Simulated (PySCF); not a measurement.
As(2+): excitation energy

As(2+) [Ar] 3d10 4s2 4p1 (2P) → As(2+) [Ar] 3d10 4s1 4p1 5s1 (4P), as a difference of total energies. All numbers are calculated (PySCF 2.14, a scalar-relativistic core potential, in aug-cc-pwCVDZ-PP with ECP10MDF (6s5p4d1f, 48 functions)). Correlated levels: valence: 3s2 3p6 3d10 frozen; valence and next inner shell: nothing frozen outside the core potential. The calculations carry no spin-orbit coupling.

| method | excitation energy (cm⁻¹) |
| --- | --- |
| UHF | 168800 |
| LDA | 184870 |
| PBE | 182010 |
| PBE0 | 180380 |
| PW91 | 182320 |
| r2SCAN0 | 180380 |
| MP2 (valence) | 175090 |
| SCS-MP2 (valence) | 177350 |
| MP2 (valence and next inner shell) | 179860 |
| SCS-MP2 (valence and next inner shell) | 181080 |

The promoted electron is Rydberg-like, and one or two diffuse shells describe it only roughly, which tends to raise the upper state.

The Hartree-Fock determinant of the upper state isn't an eigenfunction of L²: it has lost the atom's symmetry, so its energy isn't that of a pure term.
